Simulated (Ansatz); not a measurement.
One change: `CO[SiH](I)OC` becomes `CO[SiH](Br)OC`.

Ansatz, PBE0-D4/def2-TZVP geometries, multiplicity 1. Each molecule was computed in one conformer, which needn't be the lowest.

Elements past krypton have def2 core potentials. Scalar relativity is left out up to krypton.

```tsv
property	`CO[SiH](I)OC`
LUMO energy (PBE0/def2-TZVPP) / eV	0.18
HOMO energy (ωB97M-V/def2-TZVPP) / eV	-9.78
HOMO energy (PBE0/def2-TZVPP) / eV	-7.63
LUMO energy (ωB97M-V/def2-TZVPP) / eV	2.00
HOMO–LUMO gap (ωB97M-V/def2-TZVPP) / eV	11.78
HOMO–LUMO gap (B3LYP/def2-TZVPP) / eV	7.30
```

Question: Give the same properties after the change, and the shifts. (An estimate is asked.)

Answer: Ansatz gave: 
```tsv
property	`CO[SiH](Br)OC`	shift
LUMO energy (PBE0/def2-TZVPP) / eV	0.77	0.59
HOMO energy (ωB97M-V/def2-TZVPP) / eV	-10.66	-0.88
HOMO energy (PBE0/def2-TZVPP) / eV	-8.41	-0.78
LUMO energy (ωB97M-V/def2-TZVPP) / eV	2.42	0.42
HOMO–LUMO gap (ωB97M-V/def2-TZVPP) / eV	13.08	1.30
HOMO–LUMO gap (B3LYP/def2-TZVPP) / eV	8.68	1.38
```

With PBE0 the HOMO falls by 0.78 eV and the LUMO rises by 0.59 eV, so the gap widens by about 1.37 eV. PBE moves the HOMO by -0.53 eV and ωB97M-V by -0.88 eV.

B3LYP here is the variant with VWN-RPA as its local correlation; programs differ in this.

Spin–orbit coupling is left out; it splits and shifts lone-pair levels of the heavy atoms by tenths of an eV.
